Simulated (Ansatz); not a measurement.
# Several solutions for quartet Cr(3+)

A single Cr atom.

Basis set: def2-SVP (spherical functions). Charge 3, multiplicity 4.

UHF was run from several starts with Ansatz (development build ahead of 0.2.0).

| run | program | start | converged | energy (hartree) | <S²> |
| --- | --- | --- | --- | --- | --- |
| A | Ansatz | stability test followed | yes | -1041.28660 | 3.75 |
| B | Ansatz | atomic start, no search | yes | -1041.27088 | 3.75 |
| C | Ansatz | search for the lowest state | yes | -1041.28660 | 3.75 |

(1) Which runs reached the lowest solution of this kind, and what is wrong with the others?

Answers

(1) A, C reached the lowest solution found. Converged but too high: B by 0.43 eV. Convergence only shows a stationary point, and even a stable one can lie too high; stability tests and further starts are what find lower ones.
